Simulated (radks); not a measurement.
Task: Successive ionisation energies (eV) of one element, from differences of total energies of ions in their ground configurations, starting at charge 0: 9.236, 17.934, 39.221, 60.347, 84.085, 110.14, 138.31, 168.46, 201.11, 235.01, 270.64, 307.93, 416.68, 453.92, 491.94, 530.68, 575.30, 615.61, 698.00, 737.77, 1846.6, 1964.7. All-electron calculation, Dirac Kohn-Sham, exchange-only PBE, spin-unpolarised, spherical densities, finite nucleus; open shells fill j = l - 1/2 first; Fermi nuclear charge, rms radius 3.9283 fm. Program: a radial shooting solver on a logarithmic mesh with Libxc functionals. Which element is it?

Result: Zinc (Z = 30). The first species listed is Zn in [Ar] 3d10 4s2, the last Zn21+ in [He] 2s2 2p5.
